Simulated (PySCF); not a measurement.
# Multinuclear NMR of C4H7ClO2Si

Atoms are numbered as in `[O:1]=[CH:2][CH2:3][C:4](=[O:5])[SiH2:6][CH2:7][Cl:8]`. Hydrogens are named by the atom that carries them.

All values are calculated (PySCF 2.14): σ from GIAO-PBE0/pcSseg-1, geometry: GFN2-xTB. In vacuum, one conformer, fast rotation and ring inversion assumed for equivalent nuclei, non-relativistic Hamiltonian.

**Question.** What are the 29Si shifts?

**Answer.** 
```json
{"atoms": "Si6", "environment": "silicon bonded to 2 C, 2 H", "σ (ppm)": "415.8", "δ (ppm)": "-61.8"}
```

Shieldings were converted by a linear fit to measured shifts: 29Si (scatter 8.9 ppm rms, 25.8 ppm with the 6 outliers that the fit left out vs TMS, solution or neat liquid). Occasional misses reach two or three times the rms, and more in compound classes unlike the fitted ones.

On a 300 MHz spectrometer 29Si resonates near 59.6 MHz, so 1 ppm is 59.6 Hz.

**Question.** What are the 17O shifts?

**Answer.** 
| atoms | environment | σ (ppm) | δ (ppm) |
| --- | --- | --- | --- |
| O5 | carbonyl oxygen | -508.2 | 729.7 |
| O1 | aldehyde oxygen | -340.9 | 577.2 |

Shieldings were converted by a linear fit to measured shifts: 17O: δ = 266.70 − 0.911σ (rms 10.7 ppm, 155 shifts, 12.2 ppm with the 3 outliers that the fit left out vs liquid water, solution or neat liquid). A few per cent of atoms miss by over 2 rms, more outside the fitted compound classes.

On a 300 MHz spectrometer 17O resonates near 40.7 MHz, so 1 ppm is 40.7 Hz.
